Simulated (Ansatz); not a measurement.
Stepwise reaction of `OB(O[SiH3])O[SiH3]` with water, as a gas-phase model of exchange steps in deposition or etching. ΔE in kJ/mol.

Gas-phase electronic energies from Ansatz, PBE0-D4/def2-TZVP geometries. CCSD(T)/CBS adds triple-zeta CCSD(T) − MP2 to the extrapolated MP2 energy (def2 sets, frozen cores). This one scheme is used for every species. DFT in def2-TZVPP. B3LYP here is the variant with VWN-RPA as its local correlation; programs differ in this. One conformer a species, not always the lowest.

```json
{"step": "1", "reaction": "`OB(O[SiH3])O[SiH3]` + H₂O → `OB(O)O[SiH3]` + `O[SiH3]`", "PBE-D4": "-9.0", "B3LYP-D4": "-4.7", "ωB97M-V": "-9.0", "CCSD(T)/CBS": "-5.4"}
{"step": "2", "reaction": "`OB(O)O[SiH3]` + H₂O → `OB(O)O` + `O[SiH3]`", "PBE-D4": "1.2", "B3LYP-D4": "4.8", "ωB97M-V": "3.0", "CCSD(T)/CBS": "7.3"}
```

Q: By hand: ΔE of the 2 steps together at CCSD(T)/CBS.

A: (-5.4) + (7.3) = 1.9 kJ/mol, or 0.9 kJ/mol a step.

In ΔE each step is higher than the one before. PBE-D4 differs from CCSD(T)/CBS by -6.1 to -3.6 kJ/mol a step. Isolated molecules leave out the surface, adducts and barriers. Largest T1 diagnostic: 0.012.
